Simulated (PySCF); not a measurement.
Species: 4-chlorobenzonitrile, C7H4ClN.
InChI=1S/C7H4ClN/c8-7-3-1-6(5-9)2-4-7/h1-4H

Computed with PySCF at PBE0/def2-SVPD, non-relativistic, on one gas-phase PBE0-D3(BJ)/def2-SVP geometry that isn't relaxed in the solvent. The solvent is an IEF-PCM continuum (van der Waals radii × 1.2), and excitations are vertical TDDFT with non-equilibrium linear response and a frozen core. Only the electrostatic response of the medium enters.

Gas-phase singlets (H = HOMO, L = LUMO):

```
state  E (eV)  λ (nm)      f  leading configuration
   S1   5.042     246  0.000              H→L+1 57%
   S2   5.291     234  0.383                H→L 92%
   S3   6.298     197  0.254              H-1→L 54%
   S4   6.315     196  0.000              H-4→L 94%
   S5   6.376     194  0.000              H-2→L 98%
```

Q: Give the list for chloroform (ε = 4.711), n² = 2.09.

A: 
```csv
state,E (eV),λ (nm),f,leading configuration,change by rank (eV)
S1,5.051,245,0.005,H-1→L 54%,+0.009
S2,5.193,239,0.540,H→L 94%,-0.098
S3,6.161,201,0.333,H→L+1 52%,-0.137
S4,6.351,195,0.000,H-2→L 95%,+0.036
S5,6.512,190,0.000,H-4→L 84%,+0.136
```

Q: Give the list for acetone (ε = 20.49), n² = 1.85.

A: 
```tsv
state	E (eV)	λ (nm)	f	leading configuration	change by rank (eV)
S1	5.050	246	0.007	H-1→L 57%	+0.008
S2	5.205	238	0.521	H→L 94%	-0.086
S3	6.182	201	0.310	H→L+1 55%	-0.116
S4	6.340	196	0.000	H-2→L 95%	+0.025
S5	6.550	189	0.000	H-4→L 72%	+0.174
```

Q: The ground-state energy changes by -0.281 eV from gas to acetone. By how much does the total energy of gas-phase S2 change?

A: E(S2) = E(S0) + excitation energy, so it changes by -0.281 − 0.086 = -0.367 eV: it is lowered more than the ground state, which is what a red shift means. This is the vertical state, with the slow part of the continuum still set for S0.

Q: How do the frontier levels move from gas to acetone?

A: 
```json
{"orbital": "LUMO+2", "gas (eV)": "0.08", "solvent (eV)": "0.39", "change (eV)": "+0.31"}
{"orbital": "LUMO+1", "gas (eV)": "-1.34", "solvent (eV)": "-0.99", "change (eV)": "+0.35"}
{"orbital": "LUMO", "gas (eV)": "-1.95", "solvent (eV)": "-1.79", "change (eV)": "+0.16"}
{"orbital": "HOMO", "gas (eV)": "-7.74", "solvent (eV)": "-7.59", "change (eV)": "+0.15"}
{"orbital": "HOMO-1", "gas (eV)": "-8.48", "solvent (eV)": "-8.14", "change (eV)": "+0.34"}
{"orbital": "HOMO-2", "gas (eV)": "-9.56", "solvent (eV)": "-9.36", "change (eV)": "+0.20"}
{"orbital": "HOMO-3", "gas (eV)": "-9.74", "solvent (eV)": "-9.71", "change (eV)": "+0.03"}
```

The HOMO–LUMO gap goes from 5.79 to 5.80 eV.

The run took 35 s of wall time on one thread of an Arm Neoverse V1, shared host with 32 logical CPUs at a one-minute load of 9.6, and the process peaked at 1.0 GiB of memory. This is the whole response run at PBE0/def2-SVPD in acetone, SCF included.
